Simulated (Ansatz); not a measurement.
Mulliken charges of `N#CC(F)Br` from ωB97M-V/def2-TZVPP in Ansatz (PBE0-D4/def2-TZVP geometry).

```
atom   x (Å)   y (Å)   z (Å)  charge (e)
  N1  -0.549  -0.883   1.914       0.004
  C2  -0.224  -0.463   0.896      -0.163
  C3   0.228   0.068  -0.382       0.159
  F4   0.011  -0.827  -1.369      -0.150
 Br5  -0.712   1.720  -0.760      -0.013
  H6   1.288   0.321  -0.345       0.162
```

Task: By hand: the dipole of these point charges (1 e Å = 4.8032 D).

Result: Σ q r = (0.287, 0.236, -0.040) e Å, of length 0.374 e Å = 1.80 D.

Task: How does the dipole of the full density compare? (Best estimate.)

Result: The calculation gave: (0.343, 0.269, -0.321) e Å, 2.60 D; the point charges give 0.69 times that, at 30° from its direction.

Point charges leave out the atoms' own dipoles, such as those of lone pairs, and Mulliken's split depends on the basis, so the two needn't agree.
